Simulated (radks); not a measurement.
Values are calculated unless marked as measured or tabulated.
The potassium ion K+, configuration [Ne] 3s2 3p4 4p2 (not the ground configuration). Level of theory: non-relativistic Kohn-Sham, r2SCAN, spin-unpolarised, spherical densities, point nucleus; meta-GGA in the generalised Kohn-Sham scheme (a radial shooting solver on a logarithmic mesh with Libxc functionals). Some entries of the table are withheld. Estimate them.

orbital  occ.  eigenvalue (eV)  <r^2> (bohr^2)  r(max) (bohr)
1s          2        -3549.665        0.008936        0.05353
2s          2        -383.4747          0.1785         0.3196
2p          6              (1)          0.1519         0.2634
3s          2              (2)             (3)            (4)
3p          4         -40.2669           1.998          1.112
3d          0         -14.3119             (5)          1.227
4s          0         -11.1802           14.02          3.119
4p          2          -7.8397           18.57          3.627

Answer. 
(1) 2p eigenvalue (eV): -310.7882
(2) 3s eigenvalue (eV): -58.2528
(3) 3s <r^2> (bohr^2): 1.689
(4) 3s r(max) (bohr): 1.059
(5) 3d <r^2> (bohr^2): 3.525
